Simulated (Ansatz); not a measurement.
HNaO, singlet, geometry from GFN2-xTB (such geometries of metal compounds can be far from the true shape); PBE/cc-pVDZ (Ansatz, a quantum-chemistry and plane-wave program).

Ansatz was given this input:
Ansatz 0.2 input:
```yaml
crystal:
  periodic: [false, false, false]
  atoms:
    - {symbol: Na, position_ang: [-0.60708701, -0.34567032, -0.49916222]}
    - {symbol: O, position_ang: [0.68596288, 0.34473088, 0.56471073]}
    - {symbol: H, position_ang: [1.19025406, 1.04452643, 0.97309857]}
basis:
  gaussian:
    orbitals: cc-pVDZ
hamiltonian:
  xc: pbe
accuracy: high
```

Output, abridged:

```
Functional definition: PBE
719 factors; integrals over basis functions are off by at most 3.5e-9 eV
mean field evaluation 1: about -6464.9414 eV, gradient 7.0e1 eV
mean field evaluation 2: about -6281.4183 eV, gradient 1.9e2 eV
mean field evaluation 4: about -6473.7661 eV, gradient 1.3e1 eV
mean field evaluation 8: about -6474.1548 eV, gradient 6.4e-1 eV
mean field evaluation 16: about -6474.1557 eV, gradient 2.2e-6 eV
mean field -6474.15570559 eV, -237.9208338399 hartree, gradient 1.9e-8 eV, S^2 0.000000; 0 other end points of the search recorded, 0 dependent functions left out
reference -6474.15570983 eV, -237.9208339959 hartree; 10, 10 occupied and 27, 27 virtual orbitals, 719 factors
Total energy: -6474.15570983 eV, -237.9208339959 hartree
```
